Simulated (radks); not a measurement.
These are the eigenvalues of the occupied orbitals of an atom or ion with whole-number occupations (hartree). All-electron calculation, Dirac Kohn-Sham, PBE, spin-unpolarised, spherical densities, finite nucleus; Fermi nuclear charge, rms radius of each element as measured or else 0.836 A^(1/3) + 0.57 fm. Program: a radial shooting solver on a logarithmic mesh with Libxc functionals.

1s1/2: -489.7278
2s1/2: -64.12923
2p1/2: -57.79541
2p3/2: -56.04966
3s1/2: -9.21427
3p1/2: -7.01180
3p3/2: -6.76051
3d3/2: -2.94159
3d5/2: -2.90163
4s1/2: -1.14561
4p1/2: -0.67979
4p3/2: -0.65825

Which element is it, and in what charge state? The configuration may be excited. Open shells, if any, fill j = l - 1/2 first.

Answer. Z = 35, bromine, charge +1: Br+ in [Ar] 3d10 4s1 4p5. The list shows which subshells hold electrons but not how many an open one holds; the 1s level, -489.73 hartree, gives Z - s = 31.3 by -(Z - s)^2/2, which with screening and relativity narrows Z to a few neighbours, and the depths of the outer levels then fix element, charge and occupations together.
